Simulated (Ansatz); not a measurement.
The same molecule with X = Al, Ga, In. Ansatz, PBE0-D4/def2-TZVP geometries, multiplicity 1. Each molecule was computed in one conformer, which needn't be the lowest.

Elements past krypton have def2 core potentials. Scalar relativity is left out up to krypton.

| X | molecule | mean X–O bond length / Å | HOMO energy (PBE0/def2-TZVPP) / eV | LUMO energy (PBE0/def2-TZVPP) / eV | LUMO energy (B3LYP/def2-TZVPP) / eV |
| --- | --- | --- | --- | --- | --- |
| Ga | `CC[O][Ga]([O]CC)[O]CC` | 1.773 | -7.78 | -0.41 | -0.74 |
| In | `CC[O][In]([O]CC)[O]CC` | 1.975 | -7.51 | -1.58 | -1.90 |

Task: Give the row for X = Al, `CC[O][Al]([O]CC)[O]CC`. (An estimate is asked.)

Result: Ansatz gave: 
| X | molecule | mean X–O bond length / Å | HOMO energy (PBE0/def2-TZVPP) / eV | LUMO energy (PBE0/def2-TZVPP) / eV | LUMO energy (B3LYP/def2-TZVPP) / eV |
| --- | --- | --- | --- | --- | --- |
| Al | `CC[O][Al]([O]CC)[O]CC` | 1.682 | -7.85 | -0.01 | -0.29 |

From Al to In the mean X–O bond length rises at each step, by 0.293 Å in all; the HOMO energy (PBE0/def2-TZVPP) rises at each step, by 0.34 eV in all; the LUMO energy (PBE0/def2-TZVPP) falls at each step, by 1.57 eV in all; the LUMO energy (B3LYP/def2-TZVPP) falls at each step, by 1.61 eV in all. Bonds lengthen as the atom grows down the group.

B3LYP here is the variant with VWN-RPA as its local correlation; programs differ in this.
